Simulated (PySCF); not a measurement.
# Bismuth: a sound run and one with changed settings

Sound run: Bi [Xe] 4f14 5d10 6s2 6p3, Bi⁺ [Xe] 4f14 5d10 6s2 6p2. All numbers are calculated (PySCF 2.14, a scalar-relativistic core potential, in cc-pVDZ-PP with ECP60MDF). The sound run starts from symmetry-adapted Hartree-Fock orbitals and uses a fine grid where one is needed.

Changed run: initial guess atom, at most 50 SCF cycles, level shift 10.0 hartree.

```json
{"species": "Bi", "method": "UHF", "sound run (hartree)": "-213.59097", "changed run (hartree)": "-213.59097", "converged": "no"}
{"species": "Bi", "method": "MN15", "sound run (hartree)": "-214.18002", "changed run (hartree)": "-214.17997", "converged": "no"}
{"species": "Bi", "method": "r2SCAN", "sound run (hartree)": "-214.71294", "changed run (hartree)": "-214.71289", "converged": "no"}
{"species": "Bi⁺", "method": "UHF", "sound run (hartree)": "-213.28824", "changed run (hartree)": "-213.28822", "converged": "no"}
{"species": "Bi⁺", "method": "MN15", "sound run (hartree)": "-213.86147", "changed run (hartree)": "-213.86137", "converged": "no"}
{"species": "Bi⁺", "method": "r2SCAN", "sound run (hartree)": "-214.39014", "changed run (hartree)": "-214.38997", "converged": "no"}
```

A level shift slows the SCF but leaves a converged energy unchanged.
